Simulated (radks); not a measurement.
Charge is removed step by step from the 4d3/2 level of the zirconium ion Zr+, starting from [Kr] 4d(3/2: 2, 5/2: 0) 5s1. Calculated with a radial shooting solver on a logarithmic mesh with Libxc functionals: Dirac Kohn-Sham, PBE, spin-unpolarised, spherical densities, finite nucleus; Fermi nuclear charge, rms radius 4.2694 fm.

| removed (e) | E - E(0) (eV) | eigenvalue (eV) | E minus straight line (eV) |
|---|---|---|---|
| 0 | 0.000 | -10.030 | 0.000 |
| 0.25 | 2.791 | -12.316 | -0.909 |
| 0.5 | 6.168 | -14.723 | -1.230 |
| 0.75 | 10.161 | -17.240 | -0.936 |
| 1 | 14.797 | -19.860 | 0.000 |

Removing the whole electron costs 14.797 eV by Delta-SCF, against 10.030 eV from minus the eigenvalue at the starting occupation. Slater's transition state (half an electron removed) gives 14.723 eV. Integrating minus the eigenvalue over the occupation (Janak's theorem) gives 14.797 eV. The mean slope of the eigenvalue, de/dn, is 9.83 eV per electron.
